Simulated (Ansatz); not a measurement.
Frontier orbitals of `[AlH2][O]CS`.

Total charge 0; spin multiplicity 1. Geometry: relaxed with PBE0-D4/def2-TZVP. It is one conformer, not always the lowest. Basis def2-TZVPP, Ansatz.

| functional | HOMO (eV) | LUMO (eV) | gap (eV) |
| --- | --- | --- | --- |
| PBE | -6.20 | -1.58 | 4.62 |
| revPBE | -6.17 | -1.50 | 4.67 |
| PBE0 | -7.60 | -0.65 | 6.95 |
| B3LYP | -7.41 | -0.91 | 6.50 |
| r2SCANh | -7.05 | -0.95 | 6.10 |
| r2SCAN0 | -7.83 | -0.45 | 7.38 |
| LC-ωPBE | -10.34 | 1.55 | 11.89 |
| ωB97M-V | -9.87 | 1.15 | 11.02 |
| HF | -10.99 | 2.42 | 13.41 |

From PBE to PBE0 the HOMO moves by −1.40 eV and the LUMO by +0.94 eV, and with ωB97M-V by −3.67 and +2.73 eV, so the gap grows from 4.62 to 11.01 eV with exact exchange. A positive LUMO is unbound and depends on the basis.

B3LYP here is the variant with VWN-RPA as its local correlation; programs differ in this. LC-ωPBE has ω = 0.4 bohr⁻¹.
